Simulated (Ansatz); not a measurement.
Br⁻ ··· CH₆Si

The pair of Br⁻ (SMILES [Br-], atom 1) and CH₆Si (SMILES C[SiH3], atoms 2–9), both closed shells, in one local arrangement (a lower one may exist), relaxed at PBE0-D4/def2-TZVPD:

```tsv
atom	x (Å)	y (Å)	z (Å)
Br1	-0.4632	0.7441	-2.9624
C2	0.5738	0.7560	0.4970
Si3	-0.3989	-0.8134	0.1993
H4	1.5924	0.5217	0.8194
H5	0.0978	1.3623	1.2730
H6	0.6046	1.3157	-0.4409
H7	0.2451	-1.7455	-0.7583
H8	-1.8238	-0.5799	-0.1408
H9	-0.4277	-1.5611	1.5138
```

Ansatz 0.2.0; basis: def2-TZVPPD, with def2-QZVPPD for the basis limit; cores frozen in the correlated methods. Filled d shells of the heavier atoms are correlated. The def2 sets are not built for correlating such inner shells, so the correlated values are less sure here. B3LYP uses VWN-RPA correlation. Extrapolation: Hartree–Fock as exp(−7.88 √X), correlation as X^−2.97. Interaction energies count from these two fragments, frozen as in the pair, with the counterpoise correction; negative means bound.

**Question.** What is the interaction energy by CCSD(T) at an estimated basis limit (MP2 extrapolated from triple and quadruple zeta, plus CCSD(T) − MP2 in triple zeta)? (Judge from chemistry; the value comes from the calculation.)

**Answer.** By the calculation: -35.6 kJ/mol. Hartree–Fock alone gives -15.1 kJ/mol at the basis limit. It counts from the two fragments frozen as in the pair.

The same quantity by other methods in triple zeta, and each one's difference from that estimate:
```csv
method,E_int (kJ/mol),difference
PBE-D4,-37.0,-1.4
revPBE-D4,-35.5,0.2
BLYP-D4,-33.2,2.4
r2SCAN-D4,-34.5,1.1
B97M-V,-35.9,-0.3
PBE0-D4,-35.7,-0.1
B3LYP-D4,-33.5,2.1
HSE06-D4,-35.7,0.0
wB97X-V,-33.4,2.2
wB97M-V,-35.3,0.3
B2PLYP,-26.3,9.3
HF,-14.8,20.8
MP2,-32.3,3.3
CCSD,-28.5,7.1
CCSD(T),-30.9,4.7
```
Differences are method less estimate.

**Question.** Which atoms make the shortest contact between the fragments?

**Answer.** Br1 and H6, 2.80 Å apart.

Energy to bend the free fragments (PBE0-D4 minima) into their shapes in the pair, CCSD(T)/def2-TZVPPD: CH₆Si 5.4 kJ/mol. This must be added to the interaction energy to get the binding energy from relaxed fragments.

Basis-set superposition shift (counterpoise-corrected less uncorrected): CCSD(T) 5.7; MP2 5.5; HF 0.5; PBE0-D4 0.5; wB97M-V 0.5 kJ/mol.

The T1 diagnostic stays at or below 0.010.

For scale, one of the runs: CCSD(T)/def2-TZVPPD, 244 basis functions, launched by `ansatz run in.yaml --threads 4 --pin off --events-out ev --progress --plain --max-ram 9574MiB`. The run took 98 s on 4 CPU threads of an Arm Neoverse V2 (shared host), with 4.7 GiB of host memory at its peak.
